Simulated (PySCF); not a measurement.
(E)-1-chloro-1-fluoroprop-1-ene (C3H4ClF), SMILES C(/F)(=C/C)Cl.

The structure is a stationary point at B3LYP-D3(BJ)/def2-SVP.

These are TDA-ωB97X/def2-SVPD (PySCF) values and carry that method's errors.

Vertical excitations. Gas-phase values at a fixed geometry. State labels are in the subgroup Cs.

| state | symmetry | energy (eV) | λ (nm) | f | main pairs |
|---|---|---|---|---|---|
| S1 | A" | 6.73 | 184 | 0.000 | HOMO→LUMO+2 47 %, HOMO→LUMO+1 27 %, HOMO→LUMO+6 7 % |
| S2 | A" | 7.28 | 170 | 0.002 | HOMO→LUMO+1 56 %, HOMO→LUMO+2 31 % |
| S3 | A' | 7.52 | 165 | 0.593 | HOMO→LUMO 92 % |
| S4 | A" | 8.52 | 145 | 0.000 | HOMO→LUMO+3 81 % |
| S5 | A' | 8.58 | 145 | 0.011 | HOMO−1→LUMO+2 69 % |
| S6 | A" | 8.62 | 144 | 0.001 | HOMO−1→LUMO 96 % |
| S7 | A" | 8.89 | 140 | 0.001 | HOMO→LUMO+4 72 % |
| S8 | A" | 9.24 | 134 | 0.000 | HOMO→LUMO+8 27 %, HOMO−2→LUMO+2 20 %, HOMO→LUMO+12 13 %, HOMO→LUMO+7 9 % |
| S9 | A' | 9.45 | 131 | 0.033 | HOMO→LUMO+5 93 % |
| S10 | A" | 9.48 | 131 | 0.013 | HOMO−2→LUMO+2 40 %, HOMO→LUMO+8 16 %, HOMO→LUMO+6 12 % |
| T1 | A' | 4.28 | 290 | 0 | HOMO→LUMO 91 % |
| T2 | A" | 6.20 | 200 | 0 | HOMO→LUMO+2 57 %, HOMO→LUMO+1 13 %, HOMO→LUMO+6 11 % |
| T3 | A" | 7.14 | 174 | 0 | HOMO→LUMO+1 67 %, HOMO→LUMO+2 15 % |
| T4 | A' | 7.65 | 162 | 0 | HOMO−1→LUMO+2 64 %, HOMO−1→LUMO+6 11 % |
Triplets are in the Tamm–Dancoff approximation.
Roots above 9.5 eV, the ΔSCF ionisation energy, lie in the ionisation continuum and depend on the basis.
